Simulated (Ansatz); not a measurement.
Consider the ligand exchange at the Si–C bond: `O/C(Cl)=C/[SiH3]` + `CO[SiH](O)O` → `CO[SiH](O)O[SiH3]` + `C=C(O)Cl`.

Computed with Ansatz on PBE0-D4/def2-TZVP structures; ΔE is electronic, products minus reactants. CCSD(T)/CBS is the MP2 limit (def2-TZVPP, def2-QZVPP) plus CCSD(T) − MP2 in def2-TZVPP, frozen cores. DFT in def2-TZVPP. B3LYP here is the variant with VWN-RPA as its local correlation; programs differ in this. Each species was taken in one conformer, which may not be the lowest.

Question: Is it downhill or uphill in electronic energy at CCSD(T)/CBS, and by how much? (An estimate is asked.)

Answer: Ansatz gave: Downhill: ΔE = -89.9 kJ/mol.

Question: What do these levels give: PBE-D4, ωB97X-V, B2PLYP, B3LYP, SCS-MP2/def2-TZVPP, MP2/CBS(def2)? (Estimate.)

Answer: Ansatz gave: PBE-D4 -72.7, ωB97X-V -89.5, B2PLYP -93.1, B3LYP -93.0, SCS-MP2/def2-TZVPP -95.1, MP2/CBS(def2) -88.2 kJ/mol.

Largest T1 diagnostic among the species: 0.012.

In def2-TZVPP, CCSD(T) changes the Hartree–Fock value by +26.4 kJ/mol (the triples alone add +4.9 kJ/mol) and MP2 by +28.0 kJ/mol. From PBE to PBE0 (25 % exact exchange), in def2-TZVPP and without D4, ΔE moves by −7.6 kJ/mol.
